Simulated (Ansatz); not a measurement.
Isomers of Li3PS4 (singlet), relaxed with r2SCAN-D4/def2-SVP; total energies from Ansatz at CCSD(T)/def2-TZVP.

```tsv
isomer	description	energy (Eh)
A	point group Cs; 6 × Li–S 2.25 to 2.31 Å; 4 × P–S 2.03 to 2.32 Å	-1954.63756
B	point group Cs; 9 × Li–S 2.35 to 2.59 Å; 3 × P–S 2.11 to 2.41 Å; 1 × S–S 2.15 Å	-1954.63234
C	point group not assigned; 6 × Li–S 2.12 to 2.50 Å; 3 × P–S 2.00 to 2.28 Å; 1 × S–S 2.15 Å	-1954.57204
```

Correlated methods freeze 25 core orbitals; core or outer-core shells of Li are correlated, in sets that lack core-valence functions.

The isomers come from a short search, and lower ones may exist.

Problem. Work out the relative energies (1 Eh = 2625.5 kJ/mol) and the Boltzmann populations at 1200 K from electronic energies alone (R = 8.314 J/mol/K).

Solution. ΔE: A 0.0, B 13.7, C 172.0 kJ/mol. RT = 9.98 kJ/mol. Factors exp(−ΔE/RT): A 1, B 0.253, C 3.27e-08; sum 1.253. Populations: A 79.8 %, B 20.2 %, C 0.0 %. Zero-point energy, vibrational entropy and symmetry numbers are left out and can shift these; an error of 4 kJ/mol changes a ratio by a factor of 1.5. Over the other density-functional and correlated levels in def2 sets, the gap between A and B ranges from -2 to 20 kJ/mol.
